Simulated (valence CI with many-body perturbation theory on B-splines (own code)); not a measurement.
# Forbidden lines of Pb XLIII

Level of theory: valence CI with perturbative core correlation (CI+MBPT): four valence electrons over a frozen Dirac-Fock core [Kr], radial functions for each j: 9 s, 9 p, 10 d, 8 f, 5 g, 3 h, 1 i, with the one-electron correlation potential Σ1, the two-electron term Σ2, the three-electron term Σ3, Breit, model QED; selected CI, second order for the rest (own B-spline code, finite nucleus).

No measured spectrum was set against this ion. As an estimate, large intervals hold to a few tenths of a per cent, small ones and those within an open d or f shell to about a per cent. Only levels of the ground parity were solved; by the run's estimate the other parity begins above the list, which can be wrong where configurations are misplaced.

Lines 1 to 50 of 114 in falling wavelength, among levels below 1201700 cm⁻¹, chosen from the decays that carry over 1 % of a level's rate. Wavelengths and rates use the calculated energies. Weak lines are less certain than strong ones. Lines between different terms over intervals too small for the method are left out, as are lines whose strength nearly cancels. The highest levels of a list are the least certain. Branching is blank where the lifetime is uncertain.

Levels are named by their leading jj configuration (3d3/2^4 stands for four electrons in 3d with j = 3/2), which in mixed levels can hold well under half, so a name can repeat and another be missing. Letters in brackets count levels of one name in rising energy.

```
λ vac (nm)                      Upper                      Lower  Type   A (s⁻¹)  Branch %
     843.6        (4d3/2^3 4d5/2) J=3        (4d3/2^3 4d5/2) J=2    M1  1.95e+01      24.6
     757.1      (4d3/2^2 4d5/2^2) J=6      (4d3/2^2 4d5/2^2) J=5    M1  1.61e+01      29.4
     513.9        (4d3/2^3 4d5/2) J=3        (4d3/2^3 4d5/2) J=4    M1  5.96e+01      75.3
     209.6  (4d3/2^2 4d5/2^2) J=4 [b]  (4d3/2^2 4d5/2^2) J=3 [a]    M1  6.56e+02       1.1
     185.2        (4d3/2^3 4d5/2) J=2        (4d3/2^3 4d5/2) J=1    M1  2.31e+03      91.3
     166.6  (4d3/2^2 4d5/2^2) J=2 [d]  (4d3/2^2 4d5/2^2) J=2 [c]    M1  1.78e+03       7.6
     148.0  (4d3/2^2 4d5/2^2) J=2 [b]  (4d3/2^2 4d5/2^2) J=2 [a]    M1  1.51e+03       1.8
     95.19  (4d3/2^2 4d5/2^2) J=2 [d]  (4d3/2^2 4d5/2^2) J=2 [b]    M1  1.17e+03       5.0
     88.23  (4d3/2^2 4d5/2^2) J=2 [d]  (4d3/2^2 4d5/2^2) J=3 [b]    M1  3.26e+02       1.4
     84.43  (4d3/2^2 4d5/2^2) J=4 [c]  (4d3/2^2 4d5/2^2) J=4 [a]    M1  3.21e+03          
     79.45  (4d3/2^2 4d5/2^2) J=2 [d]      (4d3/2^2 4d5/2^2) J=1    M1  4.56e+02       2.0
     71.26    (4d3/2 4d5/2^3) J=3 [a]  (4d3/2^2 4d5/2^2) J=4 [c]    M1  6.87e+03       1.0
     67.27    (4d3/2 4d5/2^3) J=2 [a]  (4d3/2^2 4d5/2^2) J=2 [d]    M1  5.70e+03       1.1
     66.61    (4d3/2 4d5/2^3) J=1 [b]  (4d3/2^2 4d5/2^2) J=0 [b]    M1  2.55e+04       5.4
     64.02    (4d3/2 4d5/2^3) J=3 [b]  (4d3/2^2 4d5/2^2) J=2 [d]    M1  8.67e+03       2.2
     63.58  (4d3/2^2 4d5/2^2) J=2 [d]  (4d3/2^2 4d5/2^2) J=3 [a]    M1  1.84e+03       7.9
     57.94  (4d3/2^2 4d5/2^2) J=2 [d]  (4d3/2^2 4d5/2^2) J=2 [a]    M1  2.76e+02       1.2
     56.76              (4d5/2^4) J=4    (4d3/2 4d5/2^3) J=3 [c]    M1  1.06e+04       1.2
     54.97  (4d3/2^2 4d5/2^2) J=0 [b]      (4d3/2^2 4d5/2^2) J=1    M1  3.69e+04      28.1
     52.70  (4d3/2^2 4d5/2^2) J=2 [a]        (4d3/2^3 4d5/2) J=3    M1  5.98e+03       1.3
     49.84  (4d3/2^2 4d5/2^2) J=4 [a]        (4d3/2^3 4d5/2) J=3    M1  2.91e+04      10.7
     49.60  (4d3/2^2 4d5/2^2) J=2 [a]        (4d3/2^3 4d5/2) J=2    M1  7.71e+04      16.4
     49.48    (4d3/2 4d5/2^3) J=3 [a]  (4d3/2^2 4d5/2^2) J=2 [b]    M1  8.63e+03       1.3
     48.76  (4d3/2^2 4d5/2^2) J=3 [a]        (4d3/2^3 4d5/2) J=3    M1  1.56e+05      58.0
     48.50    (4d3/2 4d5/2^3) J=1 [b]  (4d3/2^2 4d5/2^2) J=2 [d]    M1  8.32e+04      17.6
     48.40    (4d3/2 4d5/2^3) J=3 [a]  (4d3/2^2 4d5/2^2) J=4 [b]    M1  2.39e+04       3.6
     48.24    (4d3/2 4d5/2^3) J=3 [c]  (4d3/2^2 4d5/2^2) J=2 [d]    M1  2.70e+04       8.1
     47.92    (4d3/2 4d5/2^3) J=2 [a]  (4d3/2^2 4d5/2^2) J=2 [c]    M1  2.06e+04       3.9
     47.52              (4d5/2^4) J=2    (4d3/2 4d5/2^3) J=3 [c]    M1  4.09e+04       4.7
     46.24    (4d3/2 4d5/2^3) J=3 [b]  (4d3/2^2 4d5/2^2) J=2 [c]    M1  6.83e+03       1.7
     46.10  (4d3/2^2 4d5/2^2) J=3 [a]        (4d3/2^3 4d5/2) J=2    M1  1.12e+05      41.7
     45.47    (4d3/2 4d5/2^3) J=1 [a]  (4d3/2^2 4d5/2^2) J=2 [b]    M1  2.70e+04       3.3
     45.43  (4d3/2^2 4d5/2^2) J=4 [a]        (4d3/2^3 4d5/2) J=4    M1  2.43e+05      89.3
     45.19        (4d3/2^3 4d5/2) J=1              (4d3/2^4) J=0    M1  2.68e+05     100.0
     44.77    (4d3/2 4d5/2^3) J=2 [b]  (4d3/2^2 4d5/2^2) J=2 [d]    M1  1.58e+04       4.6
     44.00              (4d5/2^4) J=4    (4d3/2 4d5/2^3) J=3 [b]    M1  3.56e+04       4.2
     43.30        (4d3/2 4d5/2^3) J=5  (4d3/2^2 4d5/2^2) J=4 [b]    M1  1.19e+05      36.4
     42.78    (4d3/2 4d5/2^3) J=4 [a]      (4d3/2^2 4d5/2^2) J=5    M1  2.68e+04       4.5
     41.54    (4d3/2 4d5/2^3) J=1 [a]      (4d3/2^2 4d5/2^2) J=1    M1  1.55e+05      18.8
     41.40      (4d3/2^2 4d5/2^2) J=5        (4d3/2^3 4d5/2) J=4    M1  1.37e+05      99.9
     40.27      (4d3/2^2 4d5/2^2) J=1        (4d3/2^3 4d5/2) J=2    M1  2.67e+05      98.7
     40.26        (4d3/2 4d5/2^3) J=5      (4d3/2^2 4d5/2^2) J=6    M1  6.31e+04      19.3
     40.16  (4d3/2^2 4d5/2^2) J=3 [b]        (4d3/2^3 4d5/2) J=3    M1  3.69e+04      20.0
     39.91    (4d3/2 4d5/2^3) J=3 [c]  (4d3/2^2 4d5/2^2) J=4 [c]    M1  1.53e+05      46.1
     39.87    (4d3/2 4d5/2^3) J=4 [a]  (4d3/2^2 4d5/2^2) J=3 [a]    M1  1.39e+05      23.5
     39.59        (4d3/2 4d5/2^3) J=6      (4d3/2^2 4d5/2^2) J=6    M1  1.26e+05      45.6
     39.56  (4d3/2^2 4d5/2^2) J=4 [b]        (4d3/2^3 4d5/2) J=3    M1  5.48e+04      95.8
     39.42    (4d3/2 4d5/2^3) J=2 [a]  (4d3/2^2 4d5/2^2) J=2 [b]    M1  1.34e+05      25.3
     39.40  (4d3/2^2 4d5/2^2) J=0 [a]        (4d3/2^3 4d5/2) J=1    M1  6.67e+05     100.0
     39.32    (4d3/2 4d5/2^3) J=3 [a]  (4d3/2^2 4d5/2^2) J=3 [a]    M1  2.32e+05      35.1
```
